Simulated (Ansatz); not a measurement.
Input file for Ansatz (a first-principles code): R-B3LYP/def2-TZVPPD on N2 (SMILES N#N) with ghost functions, monomers drawn apart or pushed together. Files ending in .json are basis or fitting sets from the Basis Set Exchange.

Ansatz 0.2 input:
```yaml
crystal:
  periodic: [false, false, false]
  atoms:
    - {symbol: N, position_ang: [-0.14951255, 0.12532483, -0.21558440]}
    - {symbol: N, position_ang: [0.21958874, -0.61510117, -0.92604463]}
basis:
  gaussian:
    orbitals: def2-TZVPPD.json
    ghost_atoms:
      - {symbol: C, position_ang: [-0.02818225, 1.30657947, 3.67894109]}
      - {symbol: C, position_ang: [0.78370569, 0.11954537, 3.46670778]}
      - {symbol: N, position_ang: [1.42335078, -0.81892221, 3.28999193]}
      - {symbol: H, position_ang: [0.59222287, 2.12675922, 4.04081139]}
      - {symbol: H, position_ang: [-0.49724180, 1.60468107, 2.74121318]}
      - {symbol: H, position_ang: [-0.80617851, 1.10345154, 4.41516879]}
hamiltonian:
  xc: {name: B3LYP}
scf: {lower_state_search: off}
```

The log:

```
WARN ansatz: RAYON_NUM_THREADS=2 ignored (pool sized by the plan → 2); use --threads N
Functional definition: B3LYP
these checks for a lower state are left out or cut short: stability, starts, cluster_reference, orbital_swaps, neighbouring_geometries, increment
integrals: 0.11 GiB planned
1003 factors; their error is unknown
mean field: 1.09 GiB planned
mean field evaluation 1: about -2980.3996 eV, gradient 2.6e1 eV
mean field evaluation 2: about -2980.9076 eV, gradient 2.0e1 eV
mean field evaluation 4: about -2981.6459 eV, gradient 7.4e-2 eV
mean field evaluation 8: about -2981.6562 eV, gradient 9.6e-4 eV
mean field -2981.65624122 eV, -109.5738458256 hartree, gradient 4.3e-6 eV, S^2 0.000000; 0 other end points of the search recorded, 0 dependent functions left out
reference -2981.65639338 eV, -109.5738514172 hartree; 7, 7 occupied and 229, 229 virtual orbitals, 1003 factors
Total energy: -2981.65639338 eV, -109.5738514172 hartree
Checks for a lower state left out: stability, starts, cluster_reference, orbital_swaps, neighbouring_geometries, increment
```

Self-consistency was reached.

Cost: about 2.5 core-seconds (a rough figure).
